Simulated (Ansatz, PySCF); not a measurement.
Scan of F3Si, doublet: umbrella (inversion) coordinate, bond length relaxed. Scanned: angle between the Si-F bonds and the threefold axis (90 = planar). Other coordinates (Si-F bond length) were minimised at B3LYP/def2-TZVP.

- UKS-PBE/cc-pVDZ = Ansatz (a program for electronic structure) with unrestricted PBE/cc-pVDZ
- CAM-B3LYP = unrestricted CAM-B3LYP/cc-pVDZ (PySCF)
- CCSD(T) on UHF/cc-pVDZ, 8 core orbitals frozen (PySCF)

Energies relative to the lowest point of each profile, in eV; the last columns give the difference from CCSD(T):

```
a / °  UKS-PBE/cc-pVDZ  CAM-B3LYP  CCSD(T)  UKS-PBE/cc-pVDZ − CCSD(T)  CAM-B3LYP − CCSD(T)
-----  ---------------  ---------  -------  -------------------------  -------------------
90               1.171      1.464    1.675                     -0.504               -0.211
93               1.087      1.326    1.449                     -0.362               -0.123
96               0.871      1.020    1.059                     -0.189               -0.040
99               0.605      0.692    0.698                     -0.093               -0.006
102              0.361      0.409    0.401                     -0.040                0.008
105              0.170      0.192    0.181                     -0.011                0.012
108              0.047      0.054    0.045                      0.002                0.009
111              0.000      0.000    0.000                      0.000                0.000
114              0.036      0.036    0.051                     -0.015               -0.015
117              0.161      0.170    0.205                     -0.045               -0.035
120              0.381      0.411    0.469                     -0.088               -0.059
123              0.708      0.769    0.855                     -0.147               -0.086
126              1.158      1.263    1.379                     -0.221               -0.116
129              1.752      1.916    2.065                     -0.313               -0.148
132              2.516      2.761    2.938                     -0.422               -0.178
```

UKS-PBE/cc-pVDZ is furthest from CCSD(T) at 90 (-0.504 eV, below); its mean absolute difference over the points is 0.163 eV.

CAM-B3LYP is furthest from CCSD(T) at 90 (-0.211 eV, below); its mean absolute difference over the points is 0.070 eV.
